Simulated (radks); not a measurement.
I II, configuration [Kr] 4d10 5s1 5p5 (not the ground configuration). All-electron calculation, scalar-relativistic Kohn-Sham, PBE, spin-polarised, spherical densities, point nucleus; open shells are filled with parallel spins first (spin-orbit coupling, left out, can overturn this in heavy ions). Program: a radial shooting solver on a logarithmic mesh with Libxc functionals.

Unscreened Slater integrals over Kohn-Sham orbitals (hartree). They are taken over the spin-up orbitals.

\begin{tabular}{lr}
integral & value \\ \hline
F0(5p,5p) & 0.39583 \\
F2(5p,5p) & 0.21322 \\
F0(5p,5s) & 0.42816 \\
G1(5p,5s) & 0.28281 \\
F0(5p,4d) & 0.49680 \\
F2(5p,4d) & 0.13553 \\
G1(5p,4d) & 0.042063 \\
G3(5p,4d) & 0.038916 \\
F0(5p,4p) & 0.50438 \\
F2(5p,4p) & 0.11585 \\
G0(5p,4p) & 0.022078 \\
G2(5p,4p) & 0.028312 \\
F0(5s,5s) & 0.47245 \\
F0(5s,4d) & 0.57822 \\
G2(5s,4d) & 0.070688 \\
F0(5s,4p) & 0.58967 \\
G1(5s,4p) & 0.040649 \\
F0(4d,4d) & 0.98091 \\
F2(4d,4d) & 0.49634 \\
F4(4d,4d) & 0.32926 \\
F0(4d,4p) & 1.0496 \\
F2(4d,4p) & 0.53342 \\
G1(4d,4p) & 0.67873 \\
G3(4d,4p) & 0.42060 \\
F0(4p,4p) & 1.1350 \\
F2(4p,4p) & 0.59602 \\
\end{tabular}

Derived for the open shells (J is the average intra-shell exchange parameter used in DFT+U). 5p: J = F2/5 = 0.04264 hartree.
